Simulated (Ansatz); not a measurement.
Relaxation of BH6NSi2 (10 atoms, charge 0, multiplicity 1), to a largest force component of 0.02 eV/Å in at most 50 steps.

These are results of Ansatz 0.2.0, UKS BHLYP-D4/def2-SVP, not measurements.

```xyz
10
Properties=species:S:1:pos:R:3:forces:R:3
B -1.333 0.530 -1.490 -0.20 0.50 -0.02
Si -0.153 -0.021 -0.126 1.16 -1.39 0.89
N 0.425 -1.669 -0.074 -0.58 0.33 -0.05
Si 1.144 1.090 1.298 -0.05 0.73 -0.16
H -2.035 -0.227 -2.056 -0.16 -0.49 -0.28
H -1.481 1.678 -1.693 -0.05 0.58 -0.11
H 0.066 -2.323 -0.750 0.02 -0.02 -0.10
H 0.576 -2.139 0.803 0.10 0.07 0.04
H 0.875 2.491 1.641 -0.25 0.27 -0.16
H 1.914 0.591 2.448 0.01 -0.57 -0.05
```

Where does it end, and by what steps?

The forces met the threshold. After 12 steps the energy has fallen by 0.304 eV; H9 moved furthest, 0.49 Å.

```json
{"step": "0", "energy less start (eV)": "0.0000", "largest force component (eV/Å)": "1.394", "accepted": "yes"}
{"step": "1", "energy less start (eV)": "-0.1859", "largest force component (eV/Å)": "0.562", "accepted": "yes"}
{"step": "2", "energy less start (eV)": "-0.2371", "largest force component (eV/Å)": "0.404", "accepted": "yes"}
{"step": "3", "energy less start (eV)": "-0.2104", "largest force component (eV/Å)": "1.326", "accepted": "no"}
{"step": "4", "energy less start (eV)": "-0.2775", "largest force component (eV/Å)": "0.135", "accepted": "yes"}
{"step": "5", "energy less start (eV)": "-0.2906", "largest force component (eV/Å)": "0.280", "accepted": "yes"}
{"step": "6", "energy less start (eV)": "-0.2841", "largest force component (eV/Å)": "0.398", "accepted": "no"}
{"step": "7", "energy less start (eV)": "-0.2993", "largest force component (eV/Å)": "0.059", "accepted": "yes"}
{"step": "8", "energy less start (eV)": "-0.3016", "largest force component (eV/Å)": "0.085", "accepted": "yes"}
{"step": "9", "energy less start (eV)": "-0.3030", "largest force component (eV/Å)": "0.093", "accepted": "yes"}
{"step": "10", "energy less start (eV)": "-0.3026", "largest force component (eV/Å)": "0.097", "accepted": "no"}
{"step": "11", "energy less start (eV)": "-0.3036", "largest force component (eV/Å)": "0.026", "accepted": "yes"}
{"step": "12", "energy less start (eV)": "-0.3037", "largest force component (eV/Å)": "0.010", "accepted": "yes"}
```

```xyz
10
Properties=species:S:1:pos:R:3
B -1.217 0.618 -1.333
Si -0.132 -0.223 0.050
N 0.190 -1.898 0.019
Si 1.091 1.187 1.170
H -1.796 0.012 -2.190
H -1.328 1.809 -1.283
H 0.009 -2.470 -0.788
H 0.690 -2.387 0.741
H 0.503 2.533 1.330
H 1.990 0.819 2.285
```

Whether the end is a true minimum wasn't checked by a vibrational analysis.

Time of the run: 57 s on 2 threads of Arm Neoverse V2, on a shared host, peak memory 0.27 GiB.
